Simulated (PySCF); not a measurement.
Correlation energy of Ca (calcium, neutral)

[Ar] 4s2, closed-shell 1S. Calculation: PySCF 2.14, in x2c-QZVPPall with one added diffuse shell each of s, p, d, f type (12s8p5d4f, 89 functions); the spin-free X2C one-electron Hamiltonian (Gaussian nucleus). Frozen: [Ne]; 10 electrons correlated.

MP2 pair energies summed by pair of shells (mhartree):

```
 pair   energy  share (%)
3p-3p  -149.49       61.8
3s-3p   -35.28       14.6
3p-4s   -27.25       11.3
4s-4s   -20.35        8.4
3s-3s    -7.87        3.3
3s-4s    -1.56        0.6
```

Total MP2 correlation energy: -241.81 mhartree.

Same-spin part -62.63 and opposite-spin part -179.19 mhartree; SCS-MP2 scales them by 1/3 and 6/5 to -235.90 mhartree.

This basis was not built for core-valence correlation, so the inner-shell part is incomplete.
